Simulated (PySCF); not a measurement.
Calculated NMR parameters of [SiH3]C#C[SiH2]N([SiH3])[SiH3]

```yaml
Formula: C2H11NSi4
SMILES: "[SiH3]C#C[SiH2]N([SiH3])[SiH3]"
InChI: InChI=1S/C2H11NSi4/c4-1-2-7-3(5)6/h7H2,4-6H3
Point_group_of_the_computed_structure: C1
Degrees_of_unsaturation: 2
Carbon_signals: 2
Proton_signals: 3
```

Molfile (atoms numbered from 1):
```
C2H11NSi4
     RDKit          3D

 18 17  0  0  0  0  0  0  0  0999 V2000
    3.7545    1.4258    0.5813 Si  0  0  0  0  0  4  0  0  0  0  0  0
    2.1527    0.5098    0.6882 C   0  0  0  0  0  0  0  0  0  0  0  0
    1.0968   -0.0806    0.7386 C   0  0  0  0  0  0  0  0  0  0  0  0
   -0.5220   -0.9738    0.7957 Si  0  0  0  0  0  4  0  0  0  0  0  0
   -1.4256   -0.5673   -0.6459 N   0  0  0  0  0  0  0  0  0  0  0  0
   -1.1284    0.9558   -1.4446 Si  0  0  0  0  0  4  0  0  0  0  0  0
   -2.6740   -1.6231   -1.2479 Si  0  0  0  0  0  4  0  0  0  0  0  0
    3.7934    2.4221    1.6561 H   0  0  0  0  0  0  0  0  0  0  0  0
    4.8523    0.4666    0.7373 H   0  0  0  0  0  0  0  0  0  0  0  0
    3.8323    2.0839   -0.7264 H   0  0  0  0  0  0  0  0  0  0  0  0
   -0.2707   -2.4177    0.7980 H   0  0  0  0  0  0  0  0  0  0  0  0
   -1.2689   -0.5455    1.9878 H   0  0  0  0  0  0  0  0  0  0  0  0
   -1.0889    2.0181   -0.4388 H   0  0  0  0  0  0  0  0  0  0  0  0
   -2.2315    1.1838   -2.3781 H   0  0  0  0  0  0  0  0  0  0  0  0
    0.1434    0.8813   -2.1667 H   0  0  0  0  0  0  0  0  0  0  0  0
   -2.4159   -1.9034   -2.6617 H   0  0  0  0  0  0  0  0  0  0  0  0
   -3.9784   -0.9741   -1.0867 H   0  0  0  0  0  0  0  0  0  0  0  0
   -2.6298   -2.8553   -0.4626 H   0  0  0  0  0  0  0  0  0  0  0  0
  1  2  1  0
  2  3  3  0
  3  4  1  0
  4  5  1  0
  5  6  1  0
  5  7  1  0
  1  8  1  0
  1  9  1  0
  1 10  1  0
  4 11  1  0
  4 12  1  0
  6 13  1  0
  6 14  1  0
  6 15  1  0
  7 16  1  0
  7 17  1  0
  7 18  1  0
M  END
```

All values are calculated (PySCF 2.14): coordinates at the GFN2-xTB level, shielding tensors at PBE0/pcSseg-1 (GIAO). Averaged over atoms made equivalent by symmetry, fast rotation or ring inversion, one conformer, isolated molecule, no relativistic terms.

Shifts are taken against calculated references (same method and geometry level): TMS for 1H and 13C and 29Si; 15N vs NH3.

| carbon | δC, type | δH (multiplicity) | HMBC from (2–3 bonds) | span of the C tensor (ppm) |
| --- | --- | --- | --- | --- |
| C2 | 115.5, C | – | H11/H12, H8/H9/H10 | 279 |
| C3 | 118.2, C | – | H11/H12, H8/H9/H10 | 294 |

Other nuclei:
```tsv
atoms	nucleus	environment	δ (ppm)	σ (ppm)
H11/H12	1H	hydrogen on a silicon bonded to C, N	5.10	26.61
H13/H14/H15/H16/H17/H18	1H	hydrogen on a silicon bonded to N	4.77	26.94
H8/H9/H10	1H	hydrogen on a silicon bonded to C	4.29	27.43
Si6/Si7	29Si	silicon bonded to N, 3 H	-50.0	399.1
Si4	29Si	silicon bonded to C, N, 2 H	-53.3	402.4
Si1	29Si	silicon bonded to C, 3 H	-99.5	448.6
N5	15N	nitrogen bonded to 3 Si	-21.5	289.2
```

1. Carbon types of the structure: 2 × C, leaving 11 H on heteroatoms.
2. δC 118.2, 115.5: alkyne carbon.
3. δH 5.10: hydrogen on a silicon bonded to C, N.
4. δH 4.77: hydrogen on a silicon bonded to N.
5. δH 4.29: hydrogen on a silicon bonded to C.

Shifts are as computed. Against solution values, carbons near 30 ppm lie about +3 ppm off and those near 130 ppm about +5 ppm. Of 1211 compounds with measured shifts, 218 miss one by over three times the rms of a fit or turn the order of signals round; such compounds aren't used in these exercises. Experimental scales use liquid or dissolved standards, which lie at an offset from isolated NH3 (liquid NH3: subtract about 20 ppm). No couplings were computed; multiplicities are counted from neighbouring protons, with m where these are inequivalent, close in shift, in a saturated or five-membered ring or joined by F or P, and br s for small geminal =CH2 splittings.
